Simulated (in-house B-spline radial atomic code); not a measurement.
Rb⁷⁺. Computed with a B-spline radial atomic code. Model: all-electron spherical atom, spin shells full or empty, radial basis limit, no spin-orbit coupling: exact exchange with a local potential (Slater, KLI or optimised effective potential, whose far tail is KLI's), no correlation.

The run also made RPA and GW results, which its time includes.

The Slater potential averages the orbital exchange potentials with the orbital densities as weights, KLI adds orbital constants, and the optimised effective potential minimises the exact-exchange energy among local potentials. So their energies lie above Hartree-Fock in the order OEP, KLI, Slater. All fall off as −1/r, unlike LDA and GGA exchange.

Command:
```bash
python run_gw.py task.json out
```
Settings (lengths in bohr, energies in hartree):
```
Z                      37
electrons              30
configuration          [Ar] 3d10 4s2
hamiltonian            nr
method                 oep
lmax                   9
spin_polarised         False
box_radius             8.41
intervals              70
ion_configuration      [Ar] 3d10 4s1
```

Run time, properties included: 12 s on 1 thread of Arm Neoverse N1, on a shared host.

Given: hamiltonian non-relativistic; mean-field start exchange-only OEP.

Computed: energy above Hartree-Fock 9.2351 millihartree; virial ratio -E/T less 1 0.

```tsv
radius (bohr)	r times exchange potential (hartree bohr)
0.00135	-0.04035
0.00166	-0.04957
0.00205	-0.061133
0.00252	-0.074996
0.0031	-0.091969
0.00382	-0.11281
0.0047	-0.13786
0.00579	-0.16815
0.00712	-0.20385
0.00877	-0.24599
0.0108	-0.29429
0.0133	-0.34804
0.0164	?
0.0201	?
0.0248	-0.51271
0.0305	-0.54751
0.0376	-0.55411
0.0462	-0.5251
0.0569	-0.49266
0.0701	-0.54605
0.0863	-0.69063
0.106	-0.83357
0.131	-0.93343
0.161	-0.9591
0.198	-0.88273
0.244	-0.79192
0.3	-0.96285
0.369	-1.2147
0.455	-1.365
0.56	-1.3872
0.689	-1.2617
0.848	-0.99978
1.04	-0.81091
1.29	-0.91646
1.58	-0.99988
1.95	-1.0143
2.4	-1.0099
```

**Question.** What belongs in the row 0.0164?

**Answer.** r times exchange potential (hartree bohr): -0.40567.

**Question.** What belongs in the row 0.0201?

**Answer.** r times exchange potential (hartree bohr): -0.46144.

| occupied | level (hartree) | Hartree-Fock level (hartree) |
| --- | --- | --- |
| 1s | -546.25 | -555.62 |
| 2s | -75.72 | -79.124 |
| 2p | -69.117 | -71.985 |
| 3s | ? | ? |
| 3p | -12.476 | -13.442 |
| 3d | -8.1617 | -8.7064 |
| 4s | -4.7322 | -4.7316 |

**Question.** What belongs in the row 3s?

**Answer.** level (hartree): -14.874; Hartree-Fock level (hartree): -16.106.

```
empty  level (hartree)
   4p          -4.0654
   4d          -3.0078
   5s                ?
   5p          -2.1703
```

**Question.** What belongs in the row 5s?

**Answer.** level (hartree): -2.4331.

The highest level, 4s, differs from Hartree-Fock by -0.016 eV and the deepest, 1s, by +255 eV: a local potential can match the highest level but can't give each shell its own exchange.
